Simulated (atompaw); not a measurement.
## Before and after: PAW (atompaw) potential for Nb

atompaw 4.2.0.5 input, output lines left out:

```
Nb 41
GGA-PBE loggrid 1500 logderivrange -6 5 276
5 5 4 0 0 0
5 0 0.5
5 1 0
4 2 4.5
0 0 0
c
c
c
v
v
c
c
v
v
c
v
3
2.55 2.00 1.90 2.50
n
n
y
0.35
n
y
0.35
y
2.15
n
bloechl sinc
4 0 troulliermartins
```

All-electron outer shells of the reference configuration (PBE, non-relativistic, ld1.x):

```
shell  level (eV)  outermost node (bohr)  outermost maximum (bohr)
   3d     -198.27                      –                      0.33
   4s      -54.28                   0.55                      1.06
   4p      -32.88                   0.55                      1.13
   5s       -3.39                   1.45                      3.23
   4d       -2.51                   0.55                      1.49
   5p       -0.93                   1.65                      4.48
```

Change: functional LDA (PW92); removed wave 4f channel at 2.15 Ry.

Cutoffs: the cutoffs (Ry, on a coarse ladder) from which the occupation-weighted sum of valence levels, in a spherical-Bessel basis at the reference potential, stays within 10 and 1 mRy of its value at 400 Ry; they do not see the model core or the augmentation charge, which bear on the density cutoff.

Question: What does the change do?

Answer: The potential gets harder (40 Ry and 60 Ry → 40 Ry and 70 Ry); neither file shows a bound ghost.

```tsv
quantity	base	changed
cutoff, loose	40 Ry	40 Ry
cutoff, tight	60 Ry	70 Ry
bound ghosts	none	none
s: phases at 2.57 bohr within 0.05 rad from the reference energy up to (Ry; the scan ends near 5)	2.6	2.6
p: phases at 2.57 bohr within 0.05 rad from the reference energy up to (Ry; the scan ends near 5)	to the end of the scan	to the end of the scan
d: phases at 2.57 bohr within 0.05 rad from the reference energy up to (Ry; the scan ends near 5)	1.6	1.6
f: phases at 2.57 bohr within 0.05 rad from the reference energy up to (Ry; the scan ends near 5)	3.6	4.0
lowest overlap eigenvalue by channel	s 0.35, p 0.69, d 0.02, f 0.11	s 0.35, p 0.69, d 0.02, f 1.00
```

 The cutoffs see the waves, projectors and local potential, not the compensation charge or the core.
